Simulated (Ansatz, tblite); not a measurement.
Removing and adding an electron: (F2Ga-mu-PH2)2 (Ga₂P₂H₄F₄). The state is a singlet with charge 0. Geometry: PBE-D4/def2-SVP. Ansatz, gas phase; energy differences of separate SCF runs; the oxidised species was run as a doublet alone; the reduced species was run as a doublet alone.

```
atom    x (Å)    y (Å)    z (Å)
 Ga1   0.4226  -0.4158  -1.6497
  F2   0.3951   0.8084  -2.9329
  F3   0.8890  -2.0716  -2.0813
  P4  -1.6144  -0.3700  -0.3199
 Ga5  -0.4224   0.4154   1.6499
  F6  -0.8880   2.0711   2.0833
  F7  -0.3967  -0.8103   2.9316
  P8   1.6145   0.3704   0.3199
  H9  -2.2893  -1.6163  -0.1771
 H10  -2.6458   0.4873  -0.7997
 H11   2.6471  -0.4861   0.7990
 H12   2.2883   1.6174   0.1770
```

The xTB rows come from tblite.

```csv
level,−HOMO (eV),vertical IE (eV),−LUMO (eV),vertical EA (eV),HOMO–LUMO gap (eV),IE − EA (eV),remarks
GFN1-xTB,11.75,14.32,7.42,4.95,4.32,9.37,–
GFN2-xTB,11.82,14.23,7.79,5.52,4.03,8.71,–
PBE-D4/def2-SVP,7.22,–,2.77,0.46,4.45,–,HOMO above zero (-1 doublet)
PBE-D4/def2-TZVP,7.37,9.85,3.11,–,4.26,–,–
PBE0-D4/def2-SVP,8.56,–,2.06,0.45,6.49,–,HOMO above zero (-1 doublet)
PBE0-D4/def2-TZVP,8.60,10.35,2.35,–,6.25,–,–
```

   A HOMO above zero means that the electron is unbound at that level or that self-interaction error raises the level; the energy of removing that electron tells which. Raw xTB energy differences between charge states are shifted by several eV; the methods need an empirical correction for them. Sets without diffuse functions give affinities that are too small.
